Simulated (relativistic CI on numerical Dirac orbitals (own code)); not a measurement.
**Sn²⁶⁺: computed level list**

These numbers are calculated, not measured: Dirac-Coulomb-Breit CI, separate exchange-only KLI orbitals for each configuration, a model potential for QED, unscaled Slater integrals (own radial code, finite nucleus).

Configurations in the expansion (outside the closed core [Ne]): 3s2.3p6.3d6, 3s2.3p5.3d7, 3s2.3p4.3d8, 3s.3p6.3d7, 3p6.3d8, 3s.3p5.3d8, 3s2.3p6.3d5.4s, 3s2.3p6.3d5.4p, 3s2.3p6.3d5.4d, 3s2.3p4.3d7.4s, 3s2.3p6.3d5.4f, 3s2.3p5.3d6.4s, 3s2.3p6.3d4.4s2, 3s.3p6.3d6.4s, 3s2.3p6.3d5.5s, 3s2.3p6.3d5.5p. Levels of other configurations are missing.

The lowest level is 3s2.3p6.3d6 5D_4, with 73 % of that term; Hund's rules for 3s2.3p6.3d6 give 5D with J = 4, in agreement.

| No. | Configuration | Term | J | E (eV) | % | Next component (%) | Lifetime (s) |
| --- | --- | --- | --- | --- | --- | --- | --- |
| 1 | 3s2.3p6.3d6 | 5D | 4 | 0.000 | 73 | 21 3F |  |
| 2 | 3s2.3p6.3d6 | 5D | 2 | 4.071 | 45 | 38 3P | 3.15e+02 |
| 3 | 3s2.3p6.3d6 | 5D | 3 | 6.168 | 88 | 8 3F | 2.66e-04 |
| 4 | 3s2.3p6.3d6 | 5D | 0 | 7.949 | 64 | 26 3P | 1.28e+02 |
| 5 | 3s2.3p6.3d6 | 5D | 1 | 8.362 | 76 | 20 3P | 4.40e-04 |
| 6 | 3s2.3p6.3d6 | 3H | 4 | 11.499 | 24 | 23 1G | 1.20e-04 |
| 7 | 3s2.3p6.3d6 | 3G | 5 | 15.003 | 52 | 48 3H | 8.13e-04 |
| 8 | 3s2.3p6.3d6 | 3H | 6 | 15.032 | 82 | 18 1I | 4.20e+02 |
| 9 | 3s2.3p6.3d6 | 5D | 2 | 16.443 | 50 | 22 3P | 5.45e-05 |
| 10 | 3s2.3p6.3d6 | 3F | 3 | 17.619 | 49 | 31 3G | 1.14e-04 |
| 11 | 3s2.3p6.3d6 | 3F | 2 | 18.002 | 61 | 23 3P | 1.11e-04 |
| 12 | 3s2.3p6.3d6 | 1S | 0 | 21.338 | 56 | 29 5D | 3.83e-05 |
| 13 | 3s2.3p6.3d6 | 3H | 4 | 21.821 | 53 | 29 3F | 7.51e-05 |
| 14 | 3s2.3p6.3d6 | 3D | 1 | 23.387 | 68 | 22 3P | 8.97e-05 |
| 15 | 3s2.3p6.3d6 | 3G | 4 | 23.449 | 55 | 22 1G | 1.46e-04 |
| 16 | 3s2.3p6.3d6 | 3D | 2 | 23.481 | 63 | 19 3P | 2.03e-04 |
| 17 | 3s2.3p6.3d6 | 3H | 5 | 24.428 | 52 | 48 3G | 1.28e-04 |
| 18 | 3s2.3p6.3d6 | 3D | 3 | 25.667 | 66 | 22 3F | 6.11e-05 |
| 19 | 3s2.3p6.3d6 | 3G | 3 | 26.696 | 51 | 28 3F | 1.16e-04 |
| 20 | 3s2.3p6.3d6 | 3P | 0 | 27.339 | 97 | 3 1S | 2.65e-04 |
| 21 | 3s2.3p6.3d6 | 1I | 6 | 27.374 | 82 | 18 3H | 1.51e-04 |
| 22 | 3s2.3p6.3d6 | 1F | 3 | 29.041 | 51 | 38 3F | 1.48e-04 |
| 23 | 3s2.3p6.3d6 | 3P | 1 | 29.693 | 70 | 22 3D | 4.01e-05 |
| 24 | 3s2.3p6.3d6 | 1G | 4 | 32.113 | 63 | 22 3F | 7.47e-05 |
| 25 | 3s2.3p6.3d6 | 1D | 2 | 32.216 | 51 | 23 3P | 6.15e-05 |
| 26 | 3s2.3p6.3d6 | 3P | 1 | 35.044 | 88 | 7 5D | 2.84e-05 |
| 27 | 3s2.3p6.3d6 | 3F | 4 | 38.067 | 75 | 11 3G | 4.23e-05 |
| 28 | 3s2.3p6.3d6 | 3F | 2 | 38.444 | 88 | 7 3D | 4.71e-05 |
| 29 | 3s2.3p6.3d6 | 3P | 0 | 43.581 | 57 | 36 1S | 1.77e-05 |
| 30 | 3s2.3p6.3d6 | 3P | 2 | 44.106 | 71 | 15 1D | 3.39e-05 |
| 31 | 3s2.3p6.3d6 | 1G | 4 | 44.142 | 77 | 17 3F | 3.68e-05 |
| 32 | 3s2.3p6.3d6 | 3F | 3 | 44.556 | 54 | 28 1F | 3.63e-05 |
| 33 | 3s2.3p6.3d6 | 1D | 2 | 53.314 | 95 | 2 3D | 4.55e-05 |
| 34 | 3s2.3p6.3d6 | 1S | 0 | 66.520 | 93 | 6 3P | 1.72e-05 |
| 35 | 3p5.3d7(4F) | 5G° | 6 | 191.031 | 90 | 9 3H° | 3.45e-10 |
| 36 | 3p5.3d7(2P) | 3D° | 3 | 198.481 | 68 | 13 5D° | 2.77e-11 |
| 37 | 3p5.3d7(4P) | 3P° | 0 | 198.716 | 53 | 41 1S° | 1.39e-10 |
| 38 | 3p5.3d7(4F) | 5F° | 5 | 199.607 | 52 | 24 3G° | 9.09e-12 |
| 39 | 3p5.3d7(4F) | 5G° | 5 | 201.992 | 66 | 29 3G° | 3.34e-11 |
| 40 | 3p5.3d7(2D) | 3F° | 4 | 202.885 | 47 | 27 5G° | 7.37e-11 |
| 41 | 3p5.3d7(2P) | 3P° | 2 | 204.841 | 36 | 31 1D° | 8.66e-11 |
| 42 | 3p5.3d7(4P) | 5D° | 4 | 207.680 | 48 | 35 5F° | 1.46e-11 |
| 43 | 3p5.3d7(2G) | 3H° | 6 | 208.684 | 78 | 13 3I° | 2.46e-11 |
| 44 | 3p5.3d7(4F) | 3D° | 2 | 209.217 | 59 | 14 5F° | 9.37e-12 |
| 45 | 3p5.3d7(4F) | 5G° | 3 | 209.684 | 31 | 25 3F° | 1.42e-11 |

Energies count from the lowest computed level; ° marks odd parity; lifetimes are radiative, by E1, M1, E2, M2 decay to levels of this space only. Percentages are summed over parent terms; the parents shown are those of the largest component, closed shells are left out there.

The mean weight of the leading LS term, summed over parents, in these 45 levels is 64 %, and that of the leading jj configuration (from the same eigenvectors) 71 %.

At this charge energies of transitions that change n are usually good to better than 1 %, and those within a shell (Δn = 0) to a few per cent. Terms inside the open d or f shell come out 10 to 20 % too wide with unscaled integrals.

LS names give the leading component of a level, which can be under half, so a name can repeat, a term be missing and a line seem to break the LS rules.
